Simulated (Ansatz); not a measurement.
Frontier orbitals of H₄Se₃Si, SMILES `[SeH][SiH]([SeH])[SeH]`.

Total charge 0; spin multiplicity 1. Correlated methods include outer-core shells of Se, which these sets cover unevenly. Scalar relativity is left out up to krypton. All single points use the PBE0-D4/def2-TZVP geometry. It is one conformer, not always the lowest. Basis def2-TZVPP, Ansatz 0.2.0.

Orbital energies of one run (eV). Highest occupied ones, from the top: -8.45, -8.66, -8.66, -10.51, -10.51, -10.73, -12.69, -12.69, -13.13, -15.88, -21.40, -21.40, -22.42, -59.47. Empty: 0.44, 0.91, 0.95, 0.95, 1.33, 1.33.

Task: Which functional gave them?
A. HSE06 (plane-wave form)
B. PBE
C. r2SCANh
D. CAM-B3LYP

Result: D. HOMO energies: CAM-B3LYP -8.45, HSE06 -6.80, PBE -6.05, r2SCANh -6.75 eV.
